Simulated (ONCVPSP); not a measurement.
**Scattering properties, ONCV potential for gold (Au)**

gold (Au), optimised norm-conserving Vanderbilt (ONCV), made with ONCVPSP 4.0.1 (PBEsol, fully relativistic). Core [Kr] 4d10 4f14, reference 5s2 5p6 5d10 6s0.5 6p0.5. Waves: 5s+6s: rc 1.45 bohr, ncon 4, nbas 7, qcut 6.7 1/bohr, 2 projectors; 5p+6p: rc 2.00 bohr, ncon 4, nbas 8, qcut 7 1/bohr, 2 projectors; 5d: rc 1.90 bohr, ncon 4, nbas 9, qcut 9.2 1/bohr, 2 projectors, debl 0.6 Ha. Local part: polynomial inside 1.45 bohr (lpopt 1, dvloc0 4 Ha). Core correction: Teter function fitted to the true core (icmod 2), fcfact 0.35.

Open shells are filled in proportion to 2j + 1.

The phase is arctan(r·R′/R) of the radial function R(r), unwrapped; energies in Ha, scanned from -6 to 5 Ha. A pole is an energy at which the radial function vanishes at the test radius. The pseudo phase is shifted by a multiple of π to meet the all-electron one at the reference energy, and phase errors are pseudo minus all-electron; the curves can meet again beyond the range given. Levels narrower than the energy grid can be missing from the lists of poles.

Problem. For each channel, where are the poles, and over which energies does the pseudopotential scatter like the atom?

Solution.

```csv
channel,radius (bohr),reference energy (Ha),"poles, all-electron","poles, pseudo",unbroken range about the reference energy with phases within 0.05 rad,phase error 1 Ha above the reference energy (rad)
s,1.47,-0.24,-3.38,-3.38,the whole range,-0.000
p3/2,2.03,-0.04,"-1.92, 4.15","-1.92, 4.07",the whole range,-0.001
p1/2,2.03,-0.06,"-2.60, 3.48","-2.60, 3.45",the whole range,-0.000
d5/2,1.93,-0.27,0.47,0.47,the whole range,+0.000
d3/2,1.93,-0.33,0.34,0.34,the whole range,+0.000
```

Phases in the s channel:

```
E (Ha)  all-electron  pseudo
 -5.96         1.100   1.100
 -5.68         1.022   1.022
 -5.40         0.893   0.892
 -5.12         0.648   0.648
 -4.84         0.131   0.130
 -4.56        -0.634  -0.634
 -4.28        -1.120  -1.120
 -4.00        -1.351  -1.351
 -3.72        -1.477  -1.478
 -3.44        -1.557  -1.557
 -3.16        -1.614  -1.614
 -2.88        -1.658  -1.658
 -2.60        -1.695  -1.695
 -2.32        -1.728  -1.728
 -2.04        -1.758  -1.758
 -1.76        -1.789  -1.789
 -1.48        -1.819  -1.819
 -1.20        -1.852  -1.852
 -0.92        -1.888  -1.888
 -0.64        -1.929  -1.929
 -0.36        -1.976  -1.976
 -0.08        -2.033  -2.033
  0.20        -2.103  -2.103
  0.48        -2.192  -2.193
  0.76        -2.310  -2.311
  1.04        -2.469  -2.469
  1.32        -2.682  -2.683
  1.60        -2.955  -2.958
  1.88        -3.266  -3.270
  2.16        -3.563  -3.568
  2.44        -3.807  -3.812
  2.72        -3.990  -3.995
  3.00        -4.125  -4.130
  3.28        -4.226  -4.231
  3.56        -4.303  -4.307
  3.84        -4.363  -4.368
  4.12        -4.411  -4.416
  4.40        -4.451  -4.455
  4.68        -4.484  -4.489
  4.96        -4.512  -4.517
```
